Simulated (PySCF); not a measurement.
KI.
SMILES: `[K][I]`

Computed, not measured: PySCF, PBE0-D3(BJ)/def2-SVP geometry optimisation, gas phase, def2 core potentials past Kr.

Take the most abundant isotopes and a rigid rotor. 

Q: What are the moment of inertia and the rotational constant?

A: I = 281.913 u·Å², B = 505379 MHz·u·Å²/I = 1793 MHz (0.0598 cm⁻¹, or 0.086 K as hB/k). For two atoms I = μr² with μ = 29.8108 u and r = 3.0752 Å.

Q: List the first levels of a rigid rotor in a Σ state.

A: E(J) = BJ(J+1): J = 1: 0.120, J = 2: 0.359, J = 3: 0.718, J = 4: 1.196, J = 5: 1.794, J = 6: 2.511 cm⁻¹.

Q: Where do the first rotational lines fall?

A: The dipole is 11.12 D; J+1 ← J lies at 2B(J+1): 1 ← 0 at 3.59 GHz, 2 ← 1 at 7.17 GHz, 3 ← 2 at 10.76 GHz, 4 ← 3 at 14.34 GHz, 5 ← 4 at 17.93 GHz, 6 ← 5 at 21.51 GHz.

Q: Estimate the classical rotational partition function at 10 K, 50 K and 100 K.

A: Point group C∞v, symmetry number σ = 1; q = kT/(σhB), k/h = 20836.6 MHz/K: 116 at 10 K, 581 at 50 K, 1160 at 100 K.

PBE0-D3(BJ)/def2-SVP frequencies: not computed here. Constants of a rigid frame at the computed geometry: no zero-point averaging, no centrifugal distortion.
